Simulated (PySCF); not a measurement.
Input of a run (PBE0-D3(BJ)/def2-SVP geometry optimisation, gas phase (PySCF 2.14.0)), started from a GFN2-xTB structure with every atom displaced at random (by about 0.01 Å):
```
{"job": {"xc": "PBE0", "basis": "def2-SVP", "d3": "d3bj", "grid": 1, "maxiter": 30, "shake": 0.01, "kind": "geom"}, "charge": 0, "multiplicity": 1}
Si    -0.999510    -1.353880    -0.558080
N     -0.103190    -0.037620     0.165890
Si    -0.745130     1.588720     0.322950
Si     1.622810    -0.280490     0.420980
Br     2.648780    -0.071510    -1.504960
H     -2.428670    -1.010460    -0.343870
H     -0.685760    -1.416000    -1.986650
H     -0.604050    -2.548040     0.126380
H     -2.176580     1.499520     0.262920
H     -0.289830     2.064430     1.654740
H     -0.178060     2.432530    -0.718710
H      1.844630    -1.643590     0.867740
H      2.100390     0.759510     1.280340
```

Output (energies in Eh, forces in Eh/bohr):
```
step   0  E = -3500.93588478  max force = 0.030481
step   1  E = -3500.94430901  max force = 0.005789
step   2  E = -3500.94463167  max force = 0.001817
step   3  E = -3500.94467459  max force = 0.000721
step   4  E = -3500.94473018  max force = 0.001511
step   5  E = -3500.94483600  max force = 0.001500
step   6  E = -3500.94496168  max force = 0.000765
step   7  E = -3500.94516995  max force = 0.000822
step   8  E = -3500.94536842  max force = 0.002361
step   9  E = -3500.94540076  max force = 0.001213
step  10  E = -3500.94541382  max force = 0.000586
step  11  E = -3500.94542574  max force = 0.000391
optimisation converged
```

Question: Summarise the run.

Answer: The energy falls by 25.0 kJ/mol over 12 energy and gradient evaluations, the largest force component goes from 0.0305 to 3.9e-04 Eh/bohr, and the atoms move by 0.387 Å rms after alignment. The bond that changes most is Si1–H8 (SiH3 silicon to Si–H hydrogen), which lengthens by 0.059 Å. Bonds longer at the end by more than 0.005 Å: 11 of 12; shorter: 1. Among the angles that change most is N2–Si1–H6, from 105.0° to 109.8°. Among the dihedrals that turn most is H6–Si1–N2–Si3, from -27° to -60°. The energy never rose by more than 1e-6 Eh on the way. The first step brought 88 % of the lowering.

Question: What are the final bond lengths?

Answer: Si1–N2 1.764 Å, N2–Si3 1.764 Å, N2–Si4 1.735 Å, Si4–Br5 2.236 Å, Si1–H6 1.492 Å, Si1–H7 1.494 Å, Si1–H8 1.491 Å, Si3–H9 1.493 Å, Si3–H10 1.492 Å, Si3–H11 1.494 Å, Si4–H12 1.487 Å, Si4–H13 1.487 Å. Numbering counts from 1 in the input's order; the species is `N([SiH3])([SiH2]Br)[SiH3]`.

The run used 140 basis functions and 75 SCF cycles in all. The run took 1.8 min on one thread of an Intel Xeon at 2.60 GHz, no GPU, shared host with 128 logical CPUs at a one-minute load of 13, and the process peaked at 0.59 GiB of memory.

No frequency check. One conformer, not necessarily the lowest.
